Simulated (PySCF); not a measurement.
**Ionisation energy of Tc²⁶⁺ by level of theory**

Tc²⁶⁺ [Ne] 3s2 3p5 (2P) → Tc²⁷⁺ [Ne] 3s2 3p4 (3P), as a difference of total energies. All numbers are calculated (PySCF 2.14, scalar relativity by spin-free X2C-1e, in an even-tempered Gaussian basis (18 s from 3.1 bohr⁻², ratio 2.5; 12 p from 4.1 bohr⁻², ratio 2.5; 5 d from 20 bohr⁻², ratio 2.7; 4 f from 30 bohr⁻², ratio 2.7)). Correlated levels: outer shells: 1s2 frozen; virtual orbitals above 40 to 60 times the deepest correlated orbital energy dropped. The calculations carry no spin-orbit coupling.

| method | ionisation energy (eV) |
| --- | --- |
| UHF | 1421.2 |
| LDA | 1423.4 |
| PBE | 1423.4 |
| PBE0 | 1423.4 |
| r2SCAN | 1423.6 |
| r2SCANh | 1423.6 |
| BHandHLYP | 1423.1 |
| MP2 (outer shells) | 1422.2 |
| SCS-MP2 (outer shells) | 1422.2 |

Spin-orbit coupling is strong in these open shells (close to jj coupling). The scalar numbers leave it out and a first-order estimate fails, so it can dominate the gap to the real levels.

Breit and QED terms and the two-electron picture change are absent.

For comparison: 1411.6 ± 1.5 eV (semi-empirical (NIST evaluation); NIST Atomic Spectra Database, ionization energies).
